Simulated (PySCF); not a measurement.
# Field gradients at the hydrogen positions

C10H13N.
Geometry (PBE0-D3(BJ)/def2-SVP, Å), atoms numbered from 1 in this order:
```
atom  x, y, z in Å
C1     3.5313   -0.1310   -0.6922
C2     2.8953    1.0865   -0.4523
C3     1.5348    1.1461   -0.1718
C4     0.7569   -0.0316   -0.1243
N5    -0.5841    0.0166    0.1514
C6    -1.4104   -1.1581    0.3228
C7    -2.7041   -0.6007    0.9068
C8    -2.7828    0.7940    0.2944
C9    -1.3270    1.2506    0.2874
C10    1.4080   -1.2601   -0.3708
C11    2.7703   -1.2985   -0.6470
H12    4.6002   -0.1693   -0.9106
H13    3.4698    2.0163   -0.4790
H14    1.0712    2.1140    0.0225
H15   -0.9317   -1.8903    0.9954
H16   -1.5907   -1.6759   -0.6415
H17   -2.6166   -0.5275    2.0031
H18   -3.5779   -1.2293    0.6836
H19   -3.1597    0.7317   -0.7394
H20   -3.4404    1.4800    0.8471
H21   -1.1128    1.9418   -0.5463
H22   -1.0637    1.7846    1.2230
H23    0.8398   -2.1908   -0.3568
H24    3.2435   -2.2659   -0.8355
```

Level: PBE0/pcSseg-1 (PySCF, non-relativistic); Q(2H) = 0.00286 b; rigid geometry, the same for H and D, with no vibrational averaging.

Question: Rank these positions by the coupling χzz of a deuteron there, largest first.
A. H17 (methylene hydrogen)
B. H15 (methylene hydrogen)
C. H22 (methylene hydrogen)
D. H12 (aromatic hydrogen)
E. H20 (methylene hydrogen)

Answer: D (208 kHz), E (197 kHz), A (192 kHz), B (187 kHz), C (182 kHz).

Q: Give the electric field gradient Vzz (the principal value of largest size), its asymmetry and the 2H coupling at each hydrogen.

A: 
| atom | bonded to | bond length (Å) | Vzz (au) | η | χzz (kHz) |
| --- | --- | --- | --- | --- | --- |
| H12 | C1 | 1.092 | 0.3091 | 0.08 | 208 |
| H13 | C2 | 1.093 | 0.3041 | 0.06 | 204 |
| H14 | C3 | 1.091 | 0.3100 | 0.10 | 208 |
| H15 | C6 | 1.104 | 0.2783 | 0.04 | 187 |
| H16 | C6 | 1.109 | 0.2700 | 0.03 | 181 |
| H17 | C7 | 1.102 | 0.2851 | 0.01 | 192 |
| H18 | C7 | 1.099 | 0.2926 | 0.01 | 197 |
| H19 | C8 | 1.102 | 0.2852 | 0.01 | 192 |
| H20 | C8 | 1.099 | 0.2926 | 0.01 | 197 |
| H21 | C9 | 1.104 | 0.2775 | 0.04 | 187 |
| H22 | C9 | 1.109 | 0.2704 | 0.03 | 182 |
| H23 | C10 | 1.091 | 0.3100 | 0.10 | 208 |
| H24 | C11 | 1.093 | 0.3041 | 0.06 | 204 |

Q: How does χzz go with the bond length over the 13 C–H bonds?

A: A straight-line fit has a slope of -15.0 kHz for each 0.01 Å, with a correlation coefficient of -0.99, over lengths from 1.091 to 1.109 Å. The longer bonds have the smaller couplings here.

Q: A static deuteron (I = 1) shows a doublet split by (3/2)χ, (3/4)χ(1 + η) and (3/4)χ(1 − η) with the field along z, y and x of the gradient. What are these for H18?

A: With |χ| = 196.6 kHz and η = 0.009: 295, 149 and 146 kHz, to first order and without motion.

Geometry: PBE0-D3(BJ)/def2-SVP, one conformer, isolated molecule. A larger basis could move these couplings by a tenth or more.
